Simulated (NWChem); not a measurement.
System: BPH$_{4}$O; SMILES OBP

```xyz
7

B     -0.5939    -0.6941    -0.2987
H     -1.5856    -1.0490    -0.8951
O      0.1355    -1.6704     0.2776
H      0.9158    -1.3618     0.7508
P     -0.0944     1.1673    -0.3653
H      0.5056     1.2865     0.9257
H     -1.3674     1.6817     0.0112
```
Atoms are numbered in this order, from 1.

Program: NWChem. The geometry was optimised at PBE0/def2-SVP. Vzz is the largest principal value of the second derivative of the potential at the nucleus (NWChem prints the opposite sign); η is the asymmetry. Non-relativistic.

```csv
level,Vzz B1 (a.u.),η B1,Vzz O3 (a.u.),η O3
Hartree-Fock/cc-pVTZ,0.458,0.19,1.291,0.02
Hartree-Fock/def2-SVP,0.433,0.20,1.345,0.03
CAM-B3LYP/def2-TZVP,…,0.26,…,0.13
CAM-B3LYP/def2-SVP,0.394,0.25,1.232,0.10
```

### Question
What belongs in the gaps?

### Answer

- CAM-B3LYP/def2-TZVP, Vzz B1 (a.u.): 0.438
- CAM-B3LYP/def2-TZVP, Vzz O3 (a.u.): 1.200
